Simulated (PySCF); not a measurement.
C3H9B, SMILES CB(C)C (connectivity only; charge and spin as stated), charge +1, multiplicity 2.

Coordinates come from a PBE0-D3(BJ)/def2-SVP optimisation. The multiplicity is an assumed one; other spin states were not compared. The isomer is the one that the SMILES or the coordinates give; other isomers of the formula were not compared.

Method: PBE0-D3(BJ)/def2-SVP in PySCF.

Frequencies are harmonic and unscaled.

```json
[
 {"mode": "1", "ν (cm⁻¹)": "85", "IR (km/mol)": "0.4", "moving atoms (share of kinetic energy)": "H 95 %"},
 {"mode": "2", "ν (cm⁻¹)": "141", "IR (km/mol)": "0.1", "moving atoms (share of kinetic energy)": "H 98 %"},
 {"mode": "3", "ν (cm⁻¹)": "153", "IR (km/mol)": "1.5", "moving atoms (share of kinetic energy)": "H 96 %"},
 {"mode": "4", "ν (cm⁻¹)": "257", "IR (km/mol)": "3.6", "moving atoms (share of kinetic energy)": "H 40 %, C 30 %, B 29 %"},
 {"mode": "5", "ν (cm⁻¹)": "336", "IR (km/mol)": "0.6", "moving atoms (share of kinetic energy)": "C 49 %, H 36 %, B 15 %"},
 {"mode": "6", "ν (cm⁻¹)": "350", "IR (km/mol)": "0.5", "moving atoms (share of kinetic energy)": "H 48 %, B 35 %, C 17 %"},
 {"mode": "7", "ν (cm⁻¹)": "532", "IR (km/mol)": "47.9", "moving atoms (share of kinetic energy)": "C 59 %, B 28 %, H 13 %"},
 {"mode": "8", "ν (cm⁻¹)": "572", "IR (km/mol)": "11.5", "moving atoms (share of kinetic energy)": "H 79 %, C 17 %"},
 {"mode": "9", "ν (cm⁻¹)": "602", "IR (km/mol)": "0.0", "moving atoms (share of kinetic energy)": "H 85 %, C 15 %"},
 {"mode": "10", "ν (cm⁻¹)": "631", "IR (km/mol)": "4.3", "moving atoms (share of kinetic energy)": "C 65 %, H 32 %"},
 {"mode": "11", "ν (cm⁻¹)": "721", "IR (km/mol)": "38.2", "moving atoms (share of kinetic energy)": "H 78 %, C 16 %"},
 {"mode": "12", "ν (cm⁻¹)": "812", "IR (km/mol)": "63.1", "moving atoms (share of kinetic energy)": "H 49 %, B 29 %, C 22 %"},
 {"mode": "13", "ν (cm⁻¹)": "841", "IR (km/mol)": "18.5", "moving atoms (share of kinetic energy)": "H 67 %, C 28 %"},
 {"mode": "14", "ν (cm⁻¹)": "867", "IR (km/mol)": "95.1", "moving atoms (share of kinetic energy)": "H 71 %, C 20 %, B 8 %"},
 {"mode": "15", "ν (cm⁻¹)": "1105", "IR (km/mol)": "27.7", "moving atoms (share of kinetic energy)": "H 84 %, B 8 %"},
 {"mode": "16", "ν (cm⁻¹)": "1178", "IR (km/mol)": "6.7", "moving atoms (share of kinetic energy)": "H 81 %, B 12 %"},
 {"mode": "17", "ν (cm⁻¹)": "1242", "IR (km/mol)": "50.5", "moving atoms (share of kinetic energy)": "H 69 %, B 18 %, C 13 %"},
 {"mode": "18", "ν (cm⁻¹)": "1267", "IR (km/mol)": "27.7", "moving atoms (share of kinetic energy)": "H 93 %"},
 {"mode": "19", "ν (cm⁻¹)": "1302", "IR (km/mol)": "82.1", "moving atoms (share of kinetic energy)": "H 89 %, C 11 %"},
 {"mode": "20", "ν (cm⁻¹)": "1364", "IR (km/mol)": "17.3", "moving atoms (share of kinetic energy)": "H 97 %"},
 {"mode": "21", "ν (cm⁻¹)": "1369", "IR (km/mol)": "77.2", "moving atoms (share of kinetic energy)": "H 71 %, B 15 %, C 14 %"},
 {"mode": "22", "ν (cm⁻¹)": "1393", "IR (km/mol)": "0.7", "moving atoms (share of kinetic energy)": "H 95 %"},
 {"mode": "23", "ν (cm⁻¹)": "1410", "IR (km/mol)": "59.1", "moving atoms (share of kinetic energy)": "H 81 %, C 11 %"},
 {"mode": "24", "ν (cm⁻¹)": "1425", "IR (km/mol)": "93.5", "moving atoms (share of kinetic energy)": "H 69 %, B 16 %, C 16 %"},
 {"mode": "25", "ν (cm⁻¹)": "2989", "IR (km/mol)": "136.1", "moving atoms (share of kinetic energy)": "H 98 %"},
 {"mode": "26", "ν (cm⁻¹)": "2994", "IR (km/mol)": "25.3", "moving atoms (share of kinetic energy)": "H 98 %"},
 {"mode": "27", "ν (cm⁻¹)": "3033", "IR (km/mol)": "41.7", "moving atoms (share of kinetic energy)": "H 96 %"},
 {"mode": "28", "ν (cm⁻¹)": "3118", "IR (km/mol)": "50.0", "moving atoms (share of kinetic energy)": "H 91 %, C 9 %"},
 {"mode": "29", "ν (cm⁻¹)": "3122", "IR (km/mol)": "47.3", "moving atoms (share of kinetic energy)": "H 92 %, C 8 %"},
 {"mode": "30", "ν (cm⁻¹)": "3126", "IR (km/mol)": "0.6", "moving atoms (share of kinetic energy)": "H 90 %, C 10 %"},
 {"mode": "31", "ν (cm⁻¹)": "3161", "IR (km/mol)": "8.0", "moving atoms (share of kinetic energy)": "H 91 %, C 9 %"},
 {"mode": "32", "ν (cm⁻¹)": "3233", "IR (km/mol)": "20.2", "moving atoms (share of kinetic energy)": "H 91 %, C 9 %"},
 {"mode": "33", "ν (cm⁻¹)": "3240", "IR (km/mol)": "25.9", "moving atoms (share of kinetic energy)": "H 91 %, C 9 %"}
]
```
